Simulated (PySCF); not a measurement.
A structure optimised at PBE-D3(BJ)/def2-SVP, used in a PySCF frequency run:

```xyz
7

Zn     0.0818     0.6984     0.0000
F     -0.3865     2.3882     0.0000
S      0.6777    -1.3834     0.0000
C     -0.9820    -2.1902     0.0000
H     -1.5688    -1.9447    -0.9057
H     -0.7886    -3.2804     0.0000
H     -1.5688    -1.9447     0.9057
```

Task: Write its SMILES, formula and point group.

Result: C[S][Zn][F], CH3FSZn, Cs

Task: What are its rotational constants (standard atomic weights)?

Result: 13.917, 1.8152, 1.6228 GHz
